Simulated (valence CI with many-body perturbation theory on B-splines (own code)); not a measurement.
# Hyperfine factors and g values of Hf⁶⁴⁺

Calculated by configuration interaction combined with many-body perturbation theory (CI+MBPT): six valence electrons over a frozen Dirac-Fock core [He], a basis of 9 s, 9 p, 8 d, 6 f, 3 g, 1 h functions for each j, with the one-electron correlation potential Σ1, the two-electron term Σ2, the three-electron term Σ3, Breit, model QED; selected CI, second order for the rest (own B-spline code, finite nucleus).

No measured spectrum was set against this ion. As an estimate, large intervals hold to a few tenths of a per cent, small ones and those within an open d or f shell to about a per cent. Among the levels kept, up to 4900 cm⁻¹ of a level comes from second order outside the variational space, and about a tenth of that is noise between levels of different J, which matters for small intervals.

A/g_I is the dipole constant over the nuclear g factor μ/I (μ in nuclear magnetons, uniformly magnetised nucleus), B/Q the quadrupole constant per barn. Both hold the static response of the core; the bare values leave it out. Large factors of s and p1/2 electrons are usually good to 5 to 10 %; those of open d and f shells near neutrality can be off by tens of per cent, and small factors of p3/2, d and f electrons come from cancelling terms and can be off by a factor of two or in sign, in half-filled shells by more. B is blank for J = 1/2, where it vanishes, and for nearly pure S terms. Energies count from the lowest level. Levels with J = 0 are left out.

Levels are named by their leading jj configuration (3d3/2^4 stands for four electrons in 3d with j = 3/2), which in mixed levels can hold well under half, so a name can repeat and another be missing. Letters in brackets count levels of one name in rising energy.

| Level | E (eV) | g | A/g_I (MHz) | A/g_I bare | B/Q (MHz/b) | B/Q bare |
| --- | --- | --- | --- | --- | --- | --- |
| (2s^2 2p1/2^2 2p3/2^2) J=2 | 0.0 | 1.308 | 744000 | 760000 | 79600 | 79700 |
| (2s^2 2p1/2 2p3/2^3) J=1 | 1232.8 | 1.471 | -692000 | -665000 | -738000 | -739000 |
| (2s^2 2p1/2 2p3/2^3) J=2 | 1251.5 | 1.123 | 2200000 | 2200000 | -1560000 | -1560000 |
| (2s 2p1/2^2 2p3/2^3) J=2 | 1623.3 | 1.465 | 5530000 | 5490000 | -1470000 | -1470000 |
| (2s 2p1/2^2 2p3/2^3) J=1 | 1704.1 | 1.158 | -4050000 | -3960000 | -607000 | -608000 |
| (2s 2p1/2 2p3/2^4) J=1 | 2905.2 | 1.266 | 1.32e+07 | 1.31e+07 | -123000 | -124000 |
| (2s^2 2p1/2^2 2p3/2 3s) J=2 | 8172.6 | 1.485 | 1970000 | 1970000 | 1450000 | 1450000 |
| (2s^2 2p1/2^2 2p3/2 3s) J=1 | 8181.4 | 1.144 | -477000 | -444000 | 737000 | 738000 |
| (2s^2 2p1/2^2 2p3/2 3p1/2) J=1 | 8289.4 | 1.472 | 459000 | 483000 | 721000 | 722000 |
| (2s^2 2p1/2^2 2p3/2 3p1/2) J=2 | 8290.9 | 1.154 | 1030000 | 1040000 | 1430000 | 1430000 |
| (2s^2 2p1/2^2 2p3/2 3p3/2) J=3 | 8641.9 | 1.319 | 480000 | 491000 | 1870000 | 1880000 |
| (2s^2 2p1/2^2 2p3/2 3p3/2) J=1 | 8642.3 | 1.332 | 476000 | 488000 | -744000 | -745000 |
| (2s^2 2p1/2^2 2p3/2 3p3/2) J=2 | 8670.1 | 1.311 | 483000 | 494000 | 35800 | 35800 |
| (2s^2 2p1/2^2 2p3/2 3d3/2) J=2 | 8759.0 | 1.029 | 434000 | 442000 | -3250 | -3230 |
| (2s^2 2p1/2^2 2p3/2 3d3/2) J=3 | 8766.9 | 1.070 | 431000 | 440000 | 1480000 | 1490000 |
| (2s^2 2p1/2^2 2p3/2 3d3/2) J=1 | 8770.5 | 1.076 | 430000 | 439000 | -606000 | -607000 |
| (2s^2 2p1/2^2 2p3/2 3d5/2) J=4 | 8849.8 | 1.236 | 307000 | 313000 | 1510000 | 1520000 |
| (2s^2 2p1/2^2 2p3/2 3d5/2) J=2 | 8861.1 | 1.222 | 102000 | 104000 | -1010000 | -1010000 |
| (2s^2 2p1/2^2 2p3/2 3d5/2) J=3 | 8876.6 | 1.203 | 254000 | 259000 | -261000 | -261000 |
| (2s^2 2p1/2^2 2p3/2 3d5/2) J=1 | 8888.8 | 1.070 | -481000 | -494000 | 165000 | 165000 |
| (2s^2 2p1/2 2p3/2^2 3s) J=2 [a] | 9388.7 | 1.577 | 1010000 | 1020000 | 109000 | 109000 |
| (2s^2 2p1/2 2p3/2^2 3s) J=1 [a] | 9400.5 | 1.298 | -1920000 | -1870000 | 29700 | 29700 |
| (2s^2 2p1/2 2p3/2^2 3s) J=3 | 9413.2 | 1.301 | 2550000 | 2550000 | -3760 | -3770 |
| (2s^2 2p1/2 2p3/2^2 3s) J=2 [b] | 9421.6 | 1.022 | 1400000 | 1420000 | -27800 | -27900 |
| (2s^2 2p1/2 2p3/2^2 3s) J=1 [b] | 9467.5 | 1.301 | 6120000 | 6080000 | -14300 | -14300 |
| (2s^2 2p1/2 2p3/2^2 3p1/2) J=1 [a] | 9502.7 | 1.636 | -981000 | -947000 | 43000 | 43000 |
| (2s^2 2p1/2 2p3/2^2 3p1/2) J=2 [a] | 9510.8 | 1.197 | 969000 | 982000 | 13600 | 13600 |
| (2s^2 2p1/2 2p3/2^2 3p1/2) J=3 | 9527.6 | 1.081 | 1930000 | 1930000 | -17900 | -18000 |
| (2s^2 2p1/2 2p3/2^2 3p1/2) J=2 [b] | 9565.5 | 1.299 | 1140000 | 1150000 | 61400 | 61500 |
| (2s^2 2p1/2 2p3/2^2 3p1/2) J=1 [b] | 9576.8 | 0.634 | 4250000 | 4230000 | -3410 | -3420 |
| (2s 2p1/2^2 2p3/2^2 3s) J=3 | 9721.4 | 1.531 | 4670000 | 4650000 | 215000 | 215000 |
| (2s 2p1/2^2 2p3/2^2 3s) J=2 [a] | 9750.9 | 1.373 | 4720000 | 4700000 | 98000 | 98100 |

Q: Take the isotope of mass number 177, with I = 7/2, μ = 0.791 μN and Q = 3.37 b. What is the hyperfine structure of (2s^2 2p1/2 2p3/2^3) J=1?

A: From the table A = -156000 MHz, B = -2490000 MHz. Shifts from the centre of gravity in MHz: F = 5/2: -632000, F = 7/2: 1930000, F = 9/2: -1170000.
